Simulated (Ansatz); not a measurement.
Species: H5BGeO, charge 0, singlet. H5BGeO (SMILES O[BH][GeH3]).
B3LYP-D3(BJ)/def2-TZVP minimum from Ansatz (a first-principles code):
```
Ge
H 1 1.5417
H 1 1.5417 2 107.00
H 1 1.5483 2 107.32 3 114.92
B 1 2.0856 2 111.83 3 -122.77
O 5 1.3503 1 122.47 2 -120.01
H 6 0.9640 5 115.05 1 0.00
H 5 1.1940 6 115.73 7 180.00
```
Charge 0, spin multiplicity 1.

Quantity: atomisation energy (electronic, to ground-state atoms), in kcal/mol. UHF or UKS for unpaired electrons; spin-orbit terms are left out. Cores are frozen in correlated methods (noble-gas shells, and filled d and f shells in the p block). No relativity. CBS(X,Y): correlation extrapolated as X^-3, Hartree-Fock from the larger set. A bracket is a step between two methods taken in the basis named. Double hybrids freeze cores in their MP2 part. Where a partner has so few electrons that a lower coupled-cluster level is exact, that level stands in.

CCSD(T)/CBS(cc-pVTZ,cc-pVQZ) + [CCSDT(Q) - CCSD(T)]/cc-pVDZ (Ansatz) gives 612.7 kcal/mol.

Problem. What does PBE/def2-TZVPD (Ansatz) give here, and how do the other levels compare?

Solution. PBE gives 614.9 kcal/mol, 2.2 kcal/mol above it. Differences of the others: r2SCAN/def2-TZVPD (Ansatz) 4.0; B3LYP/def2-TZVPD (Ansatz) -3.6; PBE0/def2-TZVPD (Ansatz) -5.5; wB97M-V/def2-TZVPD (Ansatz) 0.9; B2PLYP/def2-TZVPD (Ansatz) -8.5; CCSD(T)/CBS(cc-pVTZ,cc-pVQZ) (Ansatz) -0.6 kcal/mol.
